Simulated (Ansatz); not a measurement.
Species: H₆O₂Si₂, SMILES `O[SiH2]O[SiH3]` (H–O–Si–O torsion 72°, O–Si–O–Si torsion 68°) (charge 0, multiplicity 1), formula H₆O₂Si₂.

### Question
How many basis functions does Ansatz (a program for electronic structure) with frozen-core CCSD(T)/def2-TZVPP // PBE0-D4/def2-TZVP use, how many core orbitals are frozen, and how many electrons are correlated?

### Answer
230 basis functions and 12 frozen orbitals, which leaves 26 correlated electrons. Core time is of the order of minutes.
